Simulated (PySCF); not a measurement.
ClGeH2N, SMILES [NH2][Ge][Cl] (connectivity only; charge and spin as stated), neutral, multiplicity 1. Geometry optimised at B3LYP-D3(BJ)/def2-TZVP. One conformer was computed; it need not be the lowest.

TDDFT-LC-ωPBE/def2-SVPD (PySCF) puts the lowest singlet excitations at 4.70, 5.97, 6.37, 6.71, 7.11, 7.13 eV.

What are the lowest excitation roots from ADC(2)/aug-cc-pVDZ (PySCF)? (Estimate from the structure and the level; the computed values follow.)

4.74, 5.17, 6.08, 6.30, 6.40, 6.53 eV. S1 differs by 0.04 eV (second minus first; roots are paired by order, and the bases may differ).
